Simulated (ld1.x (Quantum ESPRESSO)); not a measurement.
# Plane-wave convergence, TM potential for Li

```
Element                 : lithium (Li)
Generator               : ld1.x (Quantum ESPRESSO) 7.5
Type                    : norm-conserving Troullier–Martins (Kleinman–Bylander form)
Functional              : Wu–Cohen
Relativity              : scalar-relativistic
Frozen core             : [He]
Valence charge          : 1
Reference configuration : 2s0.5 2p0.5
Partial waves           : 2s (bound): rc 3.10 bohr; 2p (bound): rc 4.20 bohr; 3d channel at 0.3 Ry: rc 4.05 bohr
Local potential         : the d channel
Core correction         : none
```

The pseudo-atom Hamiltonian at the reference potential is diagonalised in spherical Bessel functions j_l(qr) that vanish at 20 bohr, with q² up to the cutoff. All-electron valence levels (Ry): 2s -0.2260, 2p -0.0959.

Q: How do the lowest levels (Ry) of each channel move with the cutoff, and are there ghosts?

A:

```json
{"cutoff (Ry)": "8", "s #1": "-0.2257", "p #1": "-0.0958", "p #2": "0.0248", "d #1": "0.0305", "d #2": "0.1223", "f #1": "0.0848", "Σ f·Δε (mRy)": "0.1"}
{"cutoff (Ry)": "10", "s #1": "-0.2257", "p #1": "-0.0958", "p #2": "0.0248", "d #1": "0.0305", "d #2": "0.1223", "f #1": "0.0848", "Σ f·Δε (mRy)": "0.1"}
{"cutoff (Ry)": "400", "s #1": "-0.2259", "p #1": "-0.0958", "p #2": "0.0248", "d #1": "0.0305", "d #2": "0.1223", "f #1": "0.0848", "Σ f·Δε (mRy)": "0.0"}
```

Result: no extra level below or beside the all-electron valence levels (s, p, d, f tested); 10 mRy is reached at 6 Ry and 1 mRy at 6 Ry.
